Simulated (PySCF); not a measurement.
Correlation energy of As²⁺ (arsenic, charge +2)

[Ar] 3d10 4s2 4p1, 2P determinant. Calculation: PySCF 2.14, in 6-31G* (5s4p3d, 32 functions); no relativity, point nucleus. Frozen: [Ar] 3d10; 3 electrons correlated.

MP2 pair energies summed by pair of shells (mhartree):

| pair | energy | share (%) |
| --- | --- | --- |
| 4s-4s | -19.19 | 58.1 |
| 4s-4p | -13.82 | 41.9 |

Total MP2 correlation energy: -33.01 mhartree.

Same-spin part -1.98 and opposite-spin part -31.03 mhartree; SCS-MP2 scales them by 1/3 and 6/5 to -37.90 mhartree.

| level | correlation energy (mhartree) |
| --- | --- |
| CCSD | -48.72 |
| (T) | -0.44 |
| CCSD(T) | -49.16 |

Diagnostics: T1 = 0.0080, D1 = 0.0193, largest double amplitude 0.102.

**Question.** Is a single reference adequate?

**Answer.** Mostly. T1 lies below 0.03, but a double amplitude of this size points to a near-degeneracy that CCSD handles and MP2 describes poorly.
